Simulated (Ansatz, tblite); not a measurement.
Cost and result up the ladder for In5P4Cl3, a halide-capped cluster cut from zinc blende InP (3 Cl on the cations) (12 atoms). Total charge 0; singlet. Geometry: PBE-D4/def2-SVP.

```
atom   x (Å)   y (Å)   z (Å)
 In1  -1.382   1.218  -1.283
 In2  -0.895  -2.066   0.254
 In3   2.171   0.025  -0.544
 In4   0.497   2.670   0.934
 In5   0.722  -0.377   2.539
  P6   0.138  -0.812  -1.756
  P7  -1.443   3.463  -0.164
  P8  -0.847  -2.136   2.760
  P9   2.443   1.299   1.759
Cl10  -3.423   0.708  -2.408
Cl11  -2.335  -3.724  -0.665
Cl12   4.356  -0.268  -1.427
```

Ansatz on 2 threads of AMD EPYC 7R13 on a shared host and a share (18 GiB) of an NVIDIA H100 80GB HBM3; xTB runs through tblite on one thread. Times are rough, summed over both states, and most runs start from the orbitals of an earlier one. No level here is sound enough to serve as a yardstick. The other state is a doublet.

In the def2 sets In takes a core potential; there is no spin–orbit coupling. The xTB rows come from tblite. Single mean-field runs in def2-TZVP are fitted with def2-universal-jkfit.

Raw xTB energies of ions are shifted by several eV.

```tsv
level	functions	wall time
GFN1-xTB	108	0.15 s
GFN2-xTB	108	0.18 s
PBE-D4/def2-TZVP (with forces)	509	11 s
revPBE-D4/def2-TZVP	509	11 s
PBE0-D4/def2-TZVP (with forces)	509	21 s
```

(1) Estimate what each level gives for the vertical IE (eV).

Answers

(1) 
```csv
level,vertical IE (eV),remarks
GFN1-xTB,11.56,–
GFN2-xTB,11.65,–
PBE-D4/def2-TZVP (with forces),7.63,–
revPBE-D4/def2-TZVP,7.56,–
PBE0-D4/def2-TZVP (with forces),7.84,spin-contaminated (⟨S²⟩ 0.84) (+1 doublet)
```
